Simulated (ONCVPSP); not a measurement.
**Before and after: ONCV potential for caesium (Cs)**

```json
{"Element": "Cs (Z = 55)", "Generator": "ONCVPSP 4.0.1", "Type": "optimised norm-conserving Vanderbilt (ONCV)", "Functional": "PBE", "Relativity": "scalar-relativistic", "Frozen core": "[Kr] 4d10", "Valence charge": "9", "Reference configuration": "5s2 5p6 5d1", "Partial waves": "5s: rc 1.70 bohr, ncon 4, nbas 8, qcut 3.2 1/bohr, 1 projector; 5p: rc 2.15 bohr, ncon 3, nbas 6, qcut 3.5 1/bohr, 2 projectors, debl 3 Ha; 5d: rc 4.00 bohr, ncon 4, nbas 7, qcut 2.7 1/bohr, 2 projectors, debl 0.8 Ha", "Local potential": "polynomial inside 1.05 bohr (lpopt 5, dvloc0 0 Ha)", "Core correction": "Teter function, fcfact 1.75, rcfact 1.5"}
```

Change: all radii but the core radius scaled by about 1.09 (s 1.86, p 2.34, d 4.36 bohr); local potential polynomial inside 1.14 bohr (lpopt 5, dvloc0 0 Ha).

Cutoffs: the cutoffs (Ha) at which the residual kinetic energy of the hardest occupied pseudo-wave falls to 1 and 0.1 mHa per electron; they do not see the model core or the augmentation charge, which bear on the density cutoff. Errors are all-electron minus pseudo energies relative to the spin-unpolarised reference configuration.

Question: How do hardness, ghosts and transferability respond?

Answer: The potential gets softer (52 Ha and 62 Ha → 44 Ha and 52 Ha); both files keep a bound ghost (s); the lowest positive-energy flag moves from d at 14.3 eV to d at 38.3 eV; of the 4 tests that both files solve, the error grows in 1 and shrinks in 0 by more than 15 % and 0.3 meV (median size 19.3 → 18.7 meV). A larger radius leaves more room for a smooth pseudo-wave, so fewer plane waves are needed.

| quantity | base | changed |
| --- | --- | --- |
| cutoff, loose | 52 Ha | 44 Ha |
| cutoff, tight | 62 Ha | 52 Ha |
| loose cutoff by channel | s 52 Ha, p 7.4 Ha, d 2.8 Ha | s 44 Ha, p 4.0 Ha, d 2.5 Ha |
| bound ghosts | s | s |
| GHOST(+) flags under 300 eV | d at 14.3 eV, p at 21.5 eV | d at 38.3 eV, p at 51.8 eV |
| error for 5s2 5p6 5d0 6s1, meV [ΔE -1.67 eV] | +32 | +30 |
| error for 5s2 5p6 5d0, meV [ΔE 2.19 eV] | +2.1 | +3.6 |
| error for 5s2 5p6 5d0 6s0.5, meV [ΔE -0.20 eV] | +23 | +22 |
| error for 5s2 5p6 5d0.5 6s0.5, meV [ΔE -0.83 eV] | +16 | +15 |
| rms error of d²Exc/dni dnj with the model core, mHa | 0.38 | 0.33 |

 A true bound ghost makes a file unfit for plane-wave use even where its test errors are small: the radial tests pick states by their node count and pass the ghost by.
